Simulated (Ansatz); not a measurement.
Geometry optimisation, RHF/def2-SVP (Ansatz 0.2.0).

input.yaml

```yaml
crystal:
  periodic: [false, false, false]
  atoms:
    - { symbol: In, position_ang: [-0.00856, -0.398798, -0.195897] }
    - { symbol: Cl, position_ang: [0.116691, -0.514555, 2.219676] }
    - { symbol: O, position_ang: [1.666847, -0.526997, -1.196349] }
    - { symbol: H, position_ang: [2.479338, -0.586958, -0.718216] }
    - { symbol: O, position_ang: [-1.7842, -0.371425, -1.013743] }
    - { symbol: H, position_ang: [-2.541387, -0.28914, -0.454276] }
    - { symbol: Br, position_ang: [0.007795, 3.150916, 1.208051] }
    - { symbol: H, position_ang: [0.057876, 2.057556, 2.220253] }
basis:
  gaussian: { orbitals: def2-SVP }
hamiltonian:
  xc: hf
relax:
  f_tol: 0.03
  max_steps: 50
```

Command:

```bash
$ ansatz run input.yaml --threads 2 --pin off --max-ram 3072MiB --backend cpu --events-out ev --progress --plain --runs-dir out
```

Where does it end, and by what steps?

It converged. After 8 steps the energy has fallen by 0.160 eV; Br7 moved furthest, 0.50 Å.

| step | energy less start (eV) | largest force component (eV/Å) | accepted |
| --- | --- | --- | --- |
| 0 | 0.0000 | 1.384 | yes |
| 1 | -0.1025 | 0.238 | yes |
| 2 | -0.1220 | 0.167 | yes |
| 3 | -0.1333 | 0.724 | yes |
| 4 | -0.1546 | 0.224 | yes |
| 5 | -0.1498 | 0.195 | no |
| 6 | -0.1578 | 0.043 | yes |
| 7 | -0.1593 | 0.043 | yes |
| 8 | -0.1595 | 0.011 | yes |

```xyz
8
Properties=species:S:1:pos:R:3
In -0.031 -0.316 -0.084
Cl 0.054 -0.839 2.226
O 1.639 -0.338 -1.115
H 2.455 -0.457 -0.654
O -1.783 -0.247 -0.969
H -2.561 -0.325 -0.440
Br 0.090 2.766 0.891
H 0.131 2.276 2.215
```

Whether the end is a true minimum wasn't checked by a vibrational analysis.

Time of the run: 33 s on 2 threads of Arm Neoverse V1, with other jobs on the host, peak memory 0.31 GiB.
